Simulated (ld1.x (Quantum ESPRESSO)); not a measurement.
## Reading a pseudo-wave (erbium)

Columns: radius, all-electron u(r) and pseudo u(r) of the 5p shell (level -33.24 eV) of erbium in the configuration [Kr] 4d10 4f12 5s2 5p6 5d0 6s1 6p0; LDA (PZ), scalar-relativistic, ultrasoft scheme, ld1.x (Quantum ESPRESSO) 7.5.

```csv
r (bohr),all-electron,pseudo
0.173,-0.3101,-0.0140
0.345,0.3635,-0.0540
0.518,0.3594,-0.1160
0.690,-0.1278,-0.1925
0.862,-0.5705,-0.2756
1.035,-0.8319,-0.3569
1.208,-0.9317,-0.4277
1.380,-0.9248,-0.4808
1.553,-0.8578,-0.5126
1.725,-0.7632,-0.5207
1.898,-0.6597,-0.5063
2.070,-0.5594,-0.4728
2.242,-0.4675,-0.4253
2.415,-0.3860,-0.3693
2.588,-0.3160,-0.3113
2.760,-0.2573,-0.2566
2.932,-0.2084,-0.2083
3.105,-0.1677,-0.1677
3.278,-0.1346,-0.1346
3.450,-0.1077,-0.1077
3.623,-0.0859,-0.0859
3.795,-0.0684,-0.0684
3.968,-0.0543,-0.0543
4.140,-0.0430,-0.0430
4.312,-0.0341,-0.0341
4.485,-0.0269,-0.0269
```

Q: How many radial nodes do the two functions have?

A: The all-electron 5p function has n − l − 1 = 3 (the table is too coarse to show those close to the nucleus); the pseudo-wave has 0, since the states of the same l below it are removed with the core.

Q: At about which radius was the pseudo-wave matched?

A: 3.10 bohr, where the columns begin to agree (steps of 0.17 bohr).

Q: Where does each function peak?

A: Outermost all-electron maximum near 1.21 bohr, pseudo maximum near 1.73 bohr (to the table’s step).

Q: Is the pseudo-wave norm-conserving?

A: No, it belongs to an ultrasoft set: the norm inside the radius is not constrained, and the difference is carried by the augmentation charge.
